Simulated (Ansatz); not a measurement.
Consider the redistribution: `F[SiH2]S[SiH2]Cl` + `[CH3][W]([NH2])(=[O])=[O]` → `N[SiH2]S[SiH2]F` + `[CH3][W](=[O])(=[O])[Cl]`.

Computed with Ansatz on PBE0-D4/def2-TZVP structures; ΔE is electronic, products minus reactants. CCSD(T)/CBS is the MP2 limit (def2-TZVPP, def2-QZVPP) plus CCSD(T) − MP2 in def2-TZVPP, frozen cores. Elements past krypton have def2 core potentials. For W outer-core shells are correlated without core-valence functions, which leaves a few kJ/mol of doubt a bond. Each species was taken in one conformer, which may not be the lowest.

| species | HF/CBS(def2) energy (Eh) |
| --- | --- |
| `F[SiH2]S[SiH2]Cl` | -1536.99048 |
| `[CH3][W]([NH2])(=[O])=[O]` | -311.57501 |
| `N[SiH2]S[SiH2]F` | -1133.08654 |
| `[CH3][W](=[O])(=[O])[Cl]` | -715.48199 |

**Question.** Work out ΔE.

**Answer.** ΔE = (-1133.08654) + (-715.48199) − (-1536.99048) − (-311.57501) = -0.00304 Eh = -8.0 kJ/mol. CCSD(T)/CBS gives -7.5 kJ/mol.

Largest T1 diagnostic among the species: 0.023, so the coupled-cluster value is less sure than usual.
